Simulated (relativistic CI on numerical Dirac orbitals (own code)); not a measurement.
**Quantum defects of the np series of Ag**

Problem. The np 2P° levels with J = 3/2 of Ag lie at 5p: 30472.7, 6p: 48500.8 cm⁻¹ (NIST Handbook of Basic Atomic Spectroscopic Data (Sansonetti and Martin, J. Phys. Chem. Ref. Data 34, 1559 (2005))), and the ionisation limit at 61106.4 cm⁻¹ (NIST ASD). Find the quantum defects and predict 7p.

Working.
1. The outer electron sees the charge z = 1; R = 109736.75 cm⁻¹ for this mass. The binding energy T = limit − E defines n* = z√(R/T).
2. Values: 5p: T = 30633.7, n* = 1.8927, δ = n − n* = 3.1073; 6p: T = 12605.6, n* = 2.9505, δ = n − n* = 3.0495.
3. With δ held at 3.0495: E(7p) = limit − Rz²/(7 − δ)² = 54074.9 cm⁻¹.
4. The Ritz form δ = δ₀ + a/n*² through the last two members has a = 0.3519 and δ₀ = 3.0091, so with n* ≈ 7 − 3.0495, δ(7) = 3.0316 and E = 54138.1 cm⁻¹.

Check. The measured level is 54121.1 cm⁻¹ (δ = 3.0365), so the two predictions miss by -46.2 and 17.0 cm⁻¹. A relativistic CI calculation tied to the same limit puts it at 54252 cm⁻¹. The defect is large because this electron penetrates the core.
